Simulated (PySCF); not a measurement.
A GIAO shielding run with PySCF 2.14 (density fitting, non-relativistic, gas phase) on SMILES FC[Si]([SiH3])([SiH3])CO[SiH3], C$_{2}$H$_{13}$FOSi$_{4}$:

```
$ OMP_NUM_THREADS=1 python probes_run.py task.json out

{"job": {"kind": "nmr", "xc": "PBE0", "basis": "pcSseg-1"}, "charge": 0, "multiplicity": 1}
F     -1.684561    -2.553607     0.749156
C     -0.582518    -1.965370     0.149811
Si    -0.895515    -0.059025    -0.049406
Si    -0.879174     0.855337     2.103796
Si    -2.661617     0.160313    -1.566206
C      0.752269     0.515013    -0.862100
O      1.719189     0.354656     0.157212
Si     3.332746     0.476009     0.049488
H     -0.441013    -2.489076    -0.800627
H      0.272240    -2.187352     0.794101
H     -0.193622     2.151506     2.145098
H     -2.257977     1.096361     2.550400
H     -0.248831    -0.001885     3.112705
H     -3.903487    -0.356228    -0.991433
H     -2.468235    -0.542125    -2.842836
H     -2.906454     1.565697    -1.912517
H      1.040106    -0.067964    -1.742217
H      0.723812     1.564680    -1.170521
H      3.859822    -0.505859    -0.904788
H      3.740362     1.809886    -0.403468
H      3.673537     0.195977     1.433880
```

Hardware: 1 thread of an Arm Neoverse N1, shared host. The job also computes population analyses, field gradients.

(1) How large is the calculation?

(2) How long does it take, and how much memory does it need?

## Answers

(1) 98 electrons, 229 basis functions and 1286 auxiliary functions.

(2) 100 s of wall time, with 14 SCF cycles and 4 response iterations; peak memory 1 GiB. Times on a shared host scatter by some tens of per cent.
